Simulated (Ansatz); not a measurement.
Cost and result for the atomization energy of `C[Si]1(Br)BC1` (11 atoms, 11 bonds).

```xyz
11

C     0.7414   -1.5456    0.1700
Si    0.6037    0.2617   -0.2526
Br    1.5956    0.5623   -2.2233
B    -0.2114    1.7169    0.6276
C    -1.3087    0.8384    0.1479
H     1.7992   -1.8036    0.2591
H     0.3060   -2.1692   -0.6130
H     0.2523   -1.7570    1.1228
H    -0.1267    2.8997    0.6596
H    -1.4271   -0.2187    0.4076
H    -2.2242    1.2152   -0.3058
```

Total charge 0; spin multiplicity 1. Correlated methods include outer-core shells of Br, which these sets cover unevenly. Scalar relativity is left out up to krypton. The structure was optimised at the PBE0-D4/def2-TZVP level. Program: Ansatz. All runs use 4 threads of an Arm Neoverse V2 on a shared host. Times are those of one run each, without the atoms' runs, and a repeat can differ threefold. Electronic energies, without spin–orbit coupling; frozen cores. CCSD(T)/CBS adds CCSD(T) − MP2 in def2-TZVPP to the MP2 limit, and its time is that of the two runs behind it. T1 = 0.011. With those shells the extrapolation isn't a true limit. B3LYP takes the VWN-RPA correlation (the form of Gaussian; ORCA's B3LYP/G).

CCSD(T)/CBS is a level of theory with its own doubt, some kJ/mol a heavy atom from the limit and from the frozen cores, so smaller differences don't rank the functionals.

| level | functions | wall time | atomization (kJ/mol) | difference from CCSD(T)/CBS | per bond |
| --- | --- | --- | --- | --- | --- |
| PBE-D4/def2-TZVPP (with forces) | 267 | 2.5 s | 4053.9 | 88.4 | 8.0 |
| PBE0-D4/def2-TZVPP | 267 | 3.2 s | 4007.2 | 41.7 | 3.8 |
| r2SCAN-D4/def2-TZVPP (with forces) | 267 | 5.5 s | 4011.8 | 46.3 | 4.2 |
| B3LYP-D4/def2-TZVPP (with forces) | 267 | 5.5 s | 3964.1 | -1.4 | -0.1 |
| B2PLYP/def2-TZVPP | 267 | 6 s | 3922.8 | -42.7 | -3.9 |
| ωB97X-V/def2-TZVPP | 267 | 8.5 s | 3976.9 | 11.4 | 1.0 |
| ωB97M-V/def2-TZVPP (with forces) | 267 | 13 s | 3983.3 | 17.8 | 1.6 |
| MP2/def2-QZVPP | 510 | 25 s | 3990.6 | 25.1 | 2.3 |
| CCSD(T)/def2-TZVPP | 267 | 3.5 min | 3864.5 | -101.0 | -9.2 |
| CCSD(T)/CBS(def2) | – | 3.9 min | 3965.5 | 0.0 | 0.0 |

From PBE to PBE0 (25 % exact exchange), in def2-TZVPP and without D4, the atomization energy moves by −42.9 kJ/mol: exact exchange takes away binding that semilocal exchange gives to molecules. The D4 term adds +42.8 kJ/mol with B3LYP and +22.6 kJ/mol with PBE0; it sums over pairs of atoms, weighted by their polarisabilities, and B3LYP, whose exchange is more repulsive, gets the larger term. In def2-TZVPP, CCSD(T) changes the Hartree–Fock value by +891.7 kJ/mol (the triples alone add +62.4 kJ/mol) and MP2 by +958.8 kJ/mol; breaking electron pairs costs correlation energy, which Hartree–Fock lacks.
